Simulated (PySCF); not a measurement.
```xyz
4
charge 0 multiplicity 1, angstrom
N     0.0000    0.0000   -1.2755
Ir    1.4375    0.0000    0.0308
Ir   -0.7188    1.2449    0.0308
Ir   -0.7188   -1.2449    0.0308
```

Level of theory: PySCF, B3LYP, basis N def2-SVP, Ir def2-SVP with ECP60 (scalar-relativistic core potentials, no spin–orbit coupling, density fitting).

This geometry of Ir₃N is a stationary point at this level.

**Question.** What is the point group?

**Answer.** C3v.

**Question.** Is it a minimum?

**Answer.** Yes: all harmonic wavenumbers are real.

**Question.** List the harmonic modes with their infrared intensities.

**Answer.** 
```tsv
symmetry	ω (cm⁻¹)	IR (km/mol, summed over degenerate members)
e	176	0.0
a1	232	2.2
e	463	14.4
a1	725	46.8
```

**Question.** Give the ideal-gas entropy at 298.15 K and 1 bar by parts.

**Answer.** translation 188.5, rotation 122.3, vibration 35.1, spin 0.0; total 345.9 J/(mol K).

In C3v the vibrations span 2e + 2a1.

Only a few start shapes were tried, so a lower isomer may exist. Spin–orbit coupling, left out here, can matter for elements this heavy.
